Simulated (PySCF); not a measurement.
**Polarisability and C₆ of Mo (molybdenum, neutral)**

[Kr] 4d5 5s1, high-spin 7S determinant. Computed with PySCF 2.14 in aug-cc-pVTZ-PP with one added diffuse shell each of s, p, d, f, g type with ECP28MDF (7s7p6d4f3g, 113 functions), with a scalar-relativistic core potential. Coupled (time-dependent) response in atomic units; α is the mean over directions.

```tsv
method	mean α (bohr³)	C₆ (like pair)	S(−4)
revPBE	75.23	796.6	3099
```

S(−4) is the Cauchy moment in α(ω) = α(0) + S(−4) ω² + …

Reference α: 87 ± 6 bohr³ (recommended; Schwerdtfeger and Nagle, table of static dipole polarizabilities (2023 update)). Published C₆: 1030 (Gould and Bucko (2016)).

α(iu) at revPBE:

```tsv
u (hartree)	α(iu) (bohr³)
0	75.23
0.0500	68.35
0.100	54.61
0.200	33.31
0.300	22.49
0.500	12.99
0.750	8.139
1.00	5.724
1.50	3.354
2.00	2.213
3.00	1.161
5.00	0.4716
```

A single London oscillator, α(iu) = α/(1 + u²/ω²), gives C₆ = (3/4) ω α². Matching the computed C₆ needs ω = 4 × 796.6 / (3 × 75.23²) = 0.188 hartree.

Energies and moments cover only the electrons outside the core potential.
